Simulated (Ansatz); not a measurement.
Relaxation of ClFH7NSi2 (12 atoms, charge 0, multiplicity 1), to a largest force component of 0.03 eV/Å in at most 50 steps.

Computed with Ansatz 0.2.0, RKS PBE0-D4/def2-SVP.

```xyz
12
Properties=species:S:1:pos:R:3
Si 0.097 0.174 0.179
N -0.142 -0.014 1.936
H -1.046 0.224 2.329
H 0.610 0.272 2.554
H 1.557 0.289 -0.049
Si -1.152 1.946 -0.723
H -2.611 1.630 -0.608
H -0.881 3.212 0.030
H -0.820 2.167 -2.165
F -0.506 -1.152 -0.545
Cl 1.855 -2.502 1.131
H 0.750 -2.074 1.743
```

Where does it end, and by what steps?

The run converged. The force dipped under the threshold on the way, but the program's further checks kept it going. After 23 steps the energy has fallen by 0.189 eV; Cl11 moved furthest, 1.28 Å.

```csv
step,energy less start (eV),largest force component (eV/Å),accepted
0,0.0000,1.136,yes
1,-0.0607,1.027,yes
2,-0.1174,0.641,yes
3,-0.1417,0.644,yes
4,-0.1497,0.669,yes
5,-0.1755,0.119,yes
6,-0.1402,0.574,no
7,-0.1800,0.067,yes
8,-0.1841,0.090,yes
9,-0.1848,0.080,yes
10,-0.1846,0.071,no
11,-0.1860,0.032,yes
12,-0.1863,0.018,yes
13,-0.1872,0.049,yes
14,-0.1877,0.054,yes
15,-0.1881,0.045,yes
16,-0.1884,0.049,yes
17,-0.1887,0.043,yes
18,-0.1888,0.035,yes
19,-0.1889,0.037,yes
20,-0.1890,0.039,yes
21,-0.1891,0.038,yes
22,-0.1892,0.034,yes
23,-0.1892,0.027,yes
```

```xyz
12
Properties=species:S:1:pos:R:3
Si 0.263 0.332 -0.016
N 0.113 -0.087 1.670
H -0.796 -0.050 2.123
H 0.835 0.241 2.306
H 1.692 0.690 -0.219
Si -1.275 1.971 -0.675
H -2.648 1.527 -0.280
H -0.964 3.248 0.040
H -1.235 2.208 -2.148
F -0.077 -0.991 -0.899
Cl 1.174 -3.048 2.070
H 0.630 -1.869 1.840
```

Whether the end is a true minimum wasn't checked by a vibrational analysis.

The run took 25 s on 4 threads of Intel(R) Xeon(R) 6975P-C (Granite Rapids), on a shared host, peak memory 0.3 GiB.
